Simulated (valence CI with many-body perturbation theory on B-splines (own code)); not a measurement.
# Assign the levels of Ar XIV

Calculated by configuration interaction combined with many-body perturbation theory (CI+MBPT): three valence electrons over a frozen Dirac-Fock core [He], a basis of 11 s, 11 p, 9 d, 7 f, 5 g, 2 h, 1 i functions for each j, with the one-electron correlation potential Σ1, the two-electron term Σ2, the three-electron term Σ3, Breit, model QED; selected CI, second order for the rest (own B-spline code, finite nucleus).

No measured levels were compared; by estimate levels of excited configurations hold to 0.05 to 0.15 % of their energy, terms of the ground configuration to about 0.5 %.

| No. | J | Parity | E (cm⁻¹) | g |
| --- | --- | --- | --- | --- |
| 1 | 1/2 | odd | 0 | 0.664 |
| 2 | 3/2 | odd | 22656 | 1.332 |
| 3 | 1/2 | even | 229270 | 2.665 |
| 4 | 3/2 | even | 237860 | 1.733 |
| 5 | 5/2 | even | 249340 | 1.598 |
| 6 | 3/2 | even | 410240 | 0.801 |
| 7 | 5/2 | even | 411210 | 1.201 |
| 8 | 1/2 | even | 514620 | 1.737 |
| 9 | 1/2 | even | 545390 | 0.932 |
| 10 | 3/2 | even | 554910 | 1.330 |
| 11 | 3/2 | odd | 717980 | 1.996 |
| 12 | 3/2 | odd | 811030 | 0.813 |
| 13 | 5/2 | odd | 812920 | 1.199 |
| 14 | 1/2 | odd | 908840 | 0.664 |

Energies count from the lowest level. Strongly mixed levels and levels close to another of their J and parity are left out, so the numbers can have gaps.

(1) Give configuration and LS term of each level.

Results:

(1) 1: 2s²2p ²P°; 2: 2s²2p ²P°; 3: 2s2p² ⁴P; 4: 2s2p² ⁴P; 5: 2s2p² ⁴P; 6: 2s2p² ²D; 7: 2s2p² ²D; 8: 2s2p² ²S; 9: 2s2p² ²P; 10: 2s2p² ²P; 11: 2p³ ⁴S°; 12: 2p³ ²D°; 13: 2p³ ²D°; 14: 2p³ ²P°.
